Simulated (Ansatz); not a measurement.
`CCBCF`. Total charge 0; spin multiplicity 1. All single points use the PBE0-D4/def2-TZVP geometry. It is one conformer, not always the lowest.

```xyz
13

C    -1.027   -1.125    1.299
C    -0.707   -0.040    0.281
B     0.765    0.108   -0.183
C     1.180    1.018   -1.376
F     0.131    1.672   -2.014
H    -2.073   -1.098    1.613
H    -0.409   -1.022    2.194
H    -0.835   -2.120    0.888
H    -0.953    0.957    0.690
H    -1.361   -0.101   -0.599
H     1.672   -0.450    0.377
H     1.717    0.421   -2.129
H     1.900    1.780   -1.041
```

(1) What is the dipole moment at ωB97M-V/def2-TZVPP? (An estimate is asked.)

(2) And with PBE, r2SCAN, B3LYP? (An estimate is asked.)

(3) Give the Mulliken charges with ωB97M-V, r2SCAN, B3LYP in def2-TZVPP. (Estimate.)

Results:

(1) Computed: 1.22 D, with components (0.74, -0.62, 0.74) D in this frame, pointing from negative to positive charge.

(2) The calculation gave: PBE 1.06 D, r2SCAN 1.16 D, B3LYP 1.24 D.

(3) Ansatz gave: 
```csv
atom,ωB97M-V,r2SCAN,B3LYP
C1,-0.30,-0.12,-0.23
C2,-0.20,-0.08,-0.14
B3,-0.12,0.00,-0.06
C4,0.08,0.15,0.12
F5,-0.25,-0.27,-0.27
H6,0.11,0.04,0.08
H7,0.10,0.04,0.08
H8,0.10,0.04,0.07
H9,0.10,0.04,0.07
H10,0.11,0.05,0.09
H11,0.08,0.00,0.03
H12,0.10,0.05,0.08
H13,0.10,0.05,0.08
```

B3LYP here is the variant with VWN-RPA as its local correlation; programs differ in this.
